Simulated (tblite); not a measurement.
Task: What does the GFN2-xTB structure of `C(#C)C1O[CH]NC=1` [radical] look like in three dimensions? (Doublet state.)

Result: 
```
atom  x, y, z in Å
C1     3.0081   -0.0315   -0.0382
C2     1.8040    0.0071   -0.0402
C3     0.4101    0.0742   -0.0256
C4    -0.5117   -0.8937   -0.2856
N5    -1.7428   -0.3327   -0.1749
C6    -1.6001    0.9841    0.2799
O7    -0.2315    1.2600    0.2792
H8     4.0551   -0.0819   -0.0418
H9    -0.3567   -1.9207   -0.5456
H10   -2.6205   -0.8171   -0.2146
H11   -2.2084    1.7548   -0.1787
```

Orientation and origin are arbitrary. Atoms count from 1 in this order. C6 (carbon bonded to N, O and H) is pyramidal (angles 118.3°, 114.2° and 106.6°, sum 339.1°, 0.34 Å off the plane of its three neighbours). C4 (carbon bonded to C, N and H) is planar (angles 129.1°, 123.2° and 107.7°, sum 360.0°, 0.00 Å off the plane of its three neighbours). C3 (carbon bonded to 2 C and O) is planar (angles 129.8°, 120.5° and 109.7°, sum 360.0°, 0.00 Å off the plane of its three neighbours). N5 (nitrogen bonded to 2 C and H) is almost planar (angles 126.2°, 123.8° and 108.8°, sum 358.8°, 0.08 Å off the plane of its three neighbours).

Bonds between heavy atoms (Å): C1≡C2 1.205, C2–C3 1.396, C3=C4 1.362, C4–N5 1.357, N5–C6 1.400, C6–O7 1.396, C3–O7 1.382.

Structure optimised with GFN2-xTB, isolated species. This method treats the open shell by occupation alone, without spin polarisation.

Its GFN2-xTB frequencies are all real (lowest 142 cm⁻¹). 2 starts were optimised and ended at 0.00 and 2.65 kcal/mol (GFN2-xTB); the lowest of these is shown.

On one thread, Arm Neoverse V2 (aarch64), no GPU, shared host with 192 logical CPUs at a one-minute load of 21, this took 0.14 s. That covers the optimisation of the geometry.

The numbers are calculated, not measured.
